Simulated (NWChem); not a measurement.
System: CH₄OSTe; SMILES [Te](S)OC

NWChem printed, in part:

```
             Northwest Computational Chemistry Package (NWChem) 7.3.0
             --------------------------------------------------------

 C1  symmetry detected

                             Geometry "geometry" -> ""
                             -------------------------

 Output coordinates in angstroms (scale by  1.889725989 to convert to a.u.)

  No.       Tag          Charge          X              Y              Z
 ---- ---------------- ---------- -------------- -------------- --------------
    1 Te                  52.0000    -0.64901763     0.01236882    -0.03648587
    2 O                    8.0000     0.45716108    -1.53909908     0.55839834
    3 C                    6.0000     1.41878070    -2.03610382    -0.33643699
    4 H                    1.0000     2.22272777    -1.30331053    -0.53357075
    5 H                    1.0000     1.87275093    -2.92066114     0.13968740
    6 H                    1.0000     0.98596415    -2.34476569    -1.30620413
    7 S                   16.0000     0.97563969     1.77289107    -0.00970716
    8 H                    1.0000     0.88726603     2.08871702     1.30410229

 Effective nuclear repulsion energy (a.u.)     465.9561334975

                                 NWChem DFT Module
                                 -----------------

 Summary of "ao basis" -> "ao basis" (spherical)
 ------------------------------------------------------------------------------
       Tag                 Description            Shells   Functions and Types
 ---------------- ------------------------------  ------  ---------------------
 Te                         def2-svp                10       26   4s4p2d
 O                          def2-svp                 6       14   3s2p1d
 C                          def2-svp                 6       14   3s2p1d
 H                          def2-svp                 3        5   2s1p
 S                          def2-svp                 8       18   4s3p1d

            General Information
            -------------------
          SCF calculation type: DFT
          Wavefunction type:  closed shell.
          No. of atoms     :     8
          No. of electrons :    58
           Alpha electrons :    29
            Beta electrons :    29
          Charge           :     0
          Spin multiplicity:     1
          Use of symmetry is: off; symmetry adaption is: off
          Maximum number of iterations: 150
          AO basis - number of functions:    92
                     number of shells:    42
          Convergence on energy requested:  1.00D-06
          Convergence on density requested:  1.00D-05
          Convergence on gradient requested:  5.00D-04

              XC Information
              --------------
                        M06-L Method XC Functional
                         M06-L Exchange Functional  1.000
                       M06-L Correlation Potential  1.000

             Grid Information
             ----------------
          Grid used for XC integration:  medium
          Radial quadrature: Mura-Knowles
          Angular quadrature: Lebedev.
          Tag              B.-S. Rad. Rad. Pts. Rad. Cut. Ang. Pts.
          ---              ---------- --------- --------- ---------
          Te                  1.40      123          11.0       590
          O                   0.60       49          10.0       434
          C                   0.70       49          11.0       434
          H                   0.35       45          12.0       434
          S                   1.00       88          12.0       590
          Grid pruning is: on
          Number of quadrature shells:   489
          Spatial weights used:  Erf1

      Superposition of Atomic Density Guess
      -------------------------------------

 Sum of atomic energies:        -822.88411729

      Non-variational initial energy
      ------------------------------

 Total energy =    -779.764333
 1-e energy   =   -1687.854425
 2-e energy   =     649.128496
 HOMO         =      -0.217867
 LUMO         =      -0.043448

     ---------------------------------------------
      Total Density - Mulliken Population Analysis
     ---------------------------------------------

    Atom       Charge   Shell Charges
 -----------   ------   -------------------------------------------------------
    1 Te  24    23.39   1.77  0.27  1.22  0.64  2.90  3.13  1.72  1.65  9.85  0.26
    2 O    8     8.81   1.99  1.10  0.73  2.96  2.02  0.01
    3 C    6     5.89   1.99  0.92  0.21  1.85  0.86  0.05
    4 H    1     0.94   0.69  0.22  0.02
    5 H    1     0.93   0.69  0.22  0.02
    6 H    1     0.94   0.69  0.22  0.02
    7 S   16    16.29   2.00  1.99  1.20  0.65  5.94  1.71  2.76  0.03
    8 H    1     0.81   0.59  0.19  0.03

   convergence    iter        energy       DeltaE   RMS-Dens  Diis-err
 ---------------- ----- ----------------- --------- --------- ---------
 d= 0,ls=0.0,diis     1   -781.8201600497 -1.04D+03  1.92D-02  4.61D-01
 d= 0,ls=0.0,diis     2   -781.5781844766  2.42D-01  1.48D-02  2.55D+00
 d= 0,ls=0.0,diis     3   -781.8664726226 -2.88D-01  4.09D-03  1.25D-01
 d= 0,ls=0.0,diis     4   -781.8790586921 -1.26D-02  1.82D-03  1.80D-02
 d= 0,ls=0.0,diis     5   -781.8767536941  2.30D-03  9.72D-04  2.82D-03
  Resetting Diis
 d= 0,ls=0.0,diis     6   -781.8773741750 -6.20D-04  3.61D-04  4.00D-04
 d= 0,ls=0.0,diis     7   -781.8774462731 -7.21D-05  3.56D-04  7.13D-05
 d= 0,ls=0.0,diis     8   -781.8774557542 -9.48D-06  1.45D-04  5.66D-05
 d= 0,ls=0.0,diis     9   -781.8774591209 -3.37D-06  6.85D-05  4.11D-05
 d= 0,ls=0.0,diis    10   -781.8774645688 -5.45D-06  2.38D-05  6.51D-06
 d= 0,ls=0.0,diis    11   -781.8774653758 -8.07D-07  5.05D-06  1.36D-07

         Total DFT energy =     -781.877465375768
      One electron energy =    -1689.955554865679
           Coulomb energy =      711.259757706167
    Exchange-Corr. energy =      -62.143264204144
 Nuclear repulsion energy =      258.961595987888

 Numeric. integr. density =       57.999984619747

                       DFT Final Molecular Orbital Analysis
                       ------------------------------------

 Vector   27  Occ=2.000000D+00  E=-2.467829D-01
              MO Center=  7.8D-01,  5.6D-01,  9.5D-02, r^2= 4.3D+00
   Bfn.  Coefficient  Atom+Function         Bfn.  Coefficient  Atom+Function
  ----- ------------  ---------------      ----- ------------  ---------------
    80      0.472038  7 S  px                77      0.320786  7 S  px
    81     -0.237432  7 S  py                32      0.232384  2 O  pz
    30      0.211445  2 O  px                35      0.192491  2 O  pz
    74      0.183210  7 S  px                33      0.169387  2 O  px
    78     -0.166411  7 S  py                 4      0.151115  1 Te s

 Vector   28  Occ=2.000000D+00  E=-2.443388D-01
              MO Center=  7.6D-01, -6.1D-01,  1.7D-01, r^2= 3.9D+00
   Bfn.  Coefficient  Atom+Function         Bfn.  Coefficient  Atom+Function
  ----- ------------  ---------------      ----- ------------  ---------------
    31      0.356575  2 O  py                81      0.330349  7 S  py
    30      0.308895  2 O  px                34      0.281883  2 O  py
    33      0.246072  2 O  px                78      0.227508  7 S  py
    55     -0.198601  4 H  s                 65      0.151530  6 H  s
    56     -0.132222  4 H  s                 75      0.128936  7 S  py

 Vector   29  Occ=2.000000D+00  E=-1.958080D-01
              MO Center= -4.8D-01, -2.3D-02, -2.0D-02, r^2= 2.9D+00
   Bfn.  Coefficient  Atom+Function         Bfn.  Coefficient  Atom+Function
  ----- ------------  ---------------      ----- ------------  ---------------
    13      0.554267  1 Te pz                16      0.524316  1 Te pz
    10     -0.216980  1 Te pz                32     -0.186246  2 O  pz
     7     -0.168312  1 Te pz                35     -0.154765  2 O  pz
    14     -0.150421  1 Te px                73      0.140887  7 S  s
    88     -0.121711  8 H  s                 11     -0.118038  1 Te px

 Vector   30  Occ=0.000000D+00  E=-7.614986D-02
              MO Center= -4.9D-01,  3.5D-02, -3.2D-02, r^2= 3.7D+00
   Bfn.  Coefficient  Atom+Function         Bfn.  Coefficient  Atom+Function
  ----- ------------  ---------------      ----- ------------  ---------------
    15      0.708628  1 Te py                12      0.501249  1 Te py
    80      0.368264  7 S  px                29      0.327751  2 O  s
    73     -0.196432  7 S  s                  9     -0.190433  1 Te py
    77      0.182215  7 S  px                30     -0.165817  2 O  px
    33     -0.159902  2 O  px                 6     -0.146298  1 Te py

 Vector   31  Occ=0.000000D+00  E=-7.031964D-02
              MO Center= -8.0D-02,  3.2D-01,  3.7D-02, r^2= 3.9D+00
   Bfn.  Coefficient  Atom+Function         Bfn.  Coefficient  Atom+Function
  ----- ------------  ---------------      ----- ------------  ---------------
    14      0.666685  1 Te px                81      0.495296  7 S  py
    11      0.468235  1 Te px                 3      0.388314  1 Te s
    73     -0.307933  7 S  s                 80      0.269616  7 S  px
    34     -0.251134  2 O  py                31     -0.242748  2 O  py
    29     -0.239570  2 O  s                  4      0.235096  1 Te s

 Vector   32  Occ=0.000000D+00  E= 1.711843D-02
              MO Center=  8.5D-01,  1.9D+00,  8.6D-01, r^2= 2.8D+00
   Bfn.  Coefficient  Atom+Function         Bfn.  Coefficient  Atom+Function
  ----- ------------  ---------------      ----- ------------  ---------------
    89      1.174223  8 H  s                 82     -0.858356  7 S  pz
    73     -0.702026  7 S  s                 88      0.390915  8 H  s
    79     -0.264266  7 S  pz                81     -0.228707  7 S  py
    72     -0.214918  7 S  s                  3     -0.200947  1 Te s
     4      0.154865  1 Te s                 76     -0.153854  7 S  pz

     ---------------------------------------------
      Total Density - Mulliken Population Analysis
     ---------------------------------------------

    Atom       Charge   Shell Charges
 -----------   ------   -------------------------------------------------------
    1 Te  24    23.54   1.77  0.27  1.36  0.51  2.90  3.13  1.93  1.50  9.83  0.33
    2 O    8     8.59   1.99  1.11  0.78  2.79  1.91  0.01
    3 C    6     5.87   1.99  0.92  0.18  2.03  0.71  0.05
    4 H    1     0.95   0.77  0.16  0.02
    5 H    1     0.94   0.77  0.15  0.02
    6 H    1     0.96   0.77  0.17  0.02
    7 S   16    16.28   2.00  1.99  1.23  0.68  5.93  1.77  2.63  0.05
    8 H    1     0.88   0.72  0.13  0.03

     -------------------------------------------
      Total Density - Lowdin Population Analysis
     -------------------------------------------

    Atom       Charge   Shell Charges
 -----------   ------   -------------------------------------------------------
    1 Te  24    23.66   1.23  0.75  1.07  0.77  2.74  3.15  1.92  1.75  9.58  0.69
    2 O    8     8.37   1.98  0.98  0.65  2.68  2.07  0.02
    3 C    6     5.95   1.96  0.59  0.31  1.82  1.14  0.12
    4 H    1     1.00   0.66  0.26  0.07
    5 H    1     0.98   0.66  0.25  0.06
    6 H    1     1.00   0.67  0.27  0.07
    7 S   16    16.04   2.00  1.96  1.00  0.72  5.81  1.87  2.62  0.06
    8 H    1     1.01   0.63  0.30  0.08

     Multipole analysis of the density
     ---------------------------------

     L   x y z        total         alpha         beta         nuclear
     -   - - -        -----         -----         ----         -------
     0   0 0 0      0.000000    -29.000000    -29.000000     58.000000

     1   1 0 0     -0.213314    -17.277174    -17.277174     34.341033
     1   0 1 0      0.009708      0.332086      0.332086     -0.654463
     1   0 0 1     -0.075128     -1.002840     -1.002840      1.930552

     2   2 0 0    -36.960631   -106.499946   -106.499946    176.039262
     2   1 1 0     -1.216937      7.076884      7.076884    -15.370706
     2   1 0 1      0.714107      2.964175      2.964175     -5.214244
     2   0 2 0    -37.935272   -222.890444   -222.890444    407.845616
     2   0 1 1      3.227638     -3.783070     -3.783070     10.793779
     2   0 0 2    -39.436666    -32.070873    -32.070873     24.705080

            General Information
            -------------------
          SCF calculation type: DFT
          Wavefunction type:  closed shell.
          No. of atoms     :     8
          No. of electrons :    58
           Alpha electrons :    29
            Beta electrons :    29
          Charge           :     0
          Spin multiplicity:     1
          Use of symmetry is: off; symmetry adaption is: off
          Maximum number of iterations: 150
          AO basis - number of functions:    92
                     number of shells:    42
          Convergence on energy requested:  1.00D-06
          Convergence on density requested:  1.00D-05
          Convergence on gradient requested:  5.00D-04

              XC Information
              --------------
                        M06-L Method XC Functional
                         M06-L Exchange Functional  1.000
                       M06-L Correlation Potential  1.000

             Grid Information
             ----------------
          Grid used for XC integration:  medium
          Radial quadrature: Mura-Knowles
          Angular quadrature: Lebedev.
          Tag              B.-S. Rad. Rad. Pts. Rad. Cut. Ang. Pts.
          ---              ---------- --------- --------- ---------
          Te                  1.40      123          11.0       590
          O                   0.60       49          10.0       434
          C                   0.70       49          11.0       434
          H                   0.35       45          12.0       434
          S                   1.00       88          12.0       590
          Grid pruning is: on
          Number of quadrature shells:   489
          Spatial weights used:  Erf1

          Convergence Information
          -----------------------
          Convergence aids based upon iterative change in
          total energy or number of iterations.
          Levelshifting, if invoked, occurs when the
          HOMO/LUMO gap drops below (HL_TOL):  1.00D-02
          DIIS, if invoked, will attempt to extrapolate
          using up to (NFOCK): 10 stored Fock matrices.

                    Damping( 0%)  Levelshifting(0.5)       DIIS
                  --------------- ------------------- ---------------
          dE  on:    start            ASAP                start
          dE off:    2 iters        150 iters           150 iters

                            NWChem DFT Gradient Module
                            --------------------------

  charge          =   0.00
  wavefunction    = closed shell

                         DFT ENERGY GRADIENTS

    atom               coordinates                        gradient
                 x          y          z           x          y          z
   1 Te     -1.226465   0.023374  -0.068948    0.008431  -0.003644   0.003090
   2 O       0.863909  -2.908476   1.055220   -0.004488   0.006729  -0.003363
   3 C       2.681107  -3.847678  -0.635774    0.000116   0.000617  -0.000620
   4 H       4.200346  -2.462900  -1.008303   -0.000027   0.000791   0.000328
   5 H       3.538986  -5.519249   0.263971    0.000047  -0.000875   0.001137
   6 H       1.863202  -4.430965  -2.468368   -0.000904   0.000125  -0.000120
   7 S       1.843692   3.350278  -0.018344   -0.002563  -0.003641  -0.002504
   8 H       1.676690   3.947103   2.464396   -0.000612  -0.000102   0.002051
```

Level: M06-L/def2-SVP with def2 effective core potentials on Te. Structure relaxed at the PBE0/def2-SVP level. def2 effective core potentials on Te; no spin-orbit coupling.

Which NWChem input produces such a log?

This is not unique; one that fits is the input that was run:
```
start job
memory heap 200 mb stack 900 mb global 1100 mb
geometry units angstroms noautoz
  Te    -0.639051     0.003950     0.046198
  O      0.464938    -1.559456     0.613244
  C      1.353793    -2.105883    -0.326868
  H      2.161016    -1.400239    -0.596379
  H      1.815850    -2.988847     0.144410
  H      0.851352    -2.429274    -1.257471
  S      1.026764     1.720978    -0.082419
  H      1.031829     2.074672     1.224687
end
basis spherical
  * library def2-svp
end
ecp
  Te library def2-ecp
end
dft
  xc m06-l
  iterations 150
  mulliken
end
task dft gradient
```
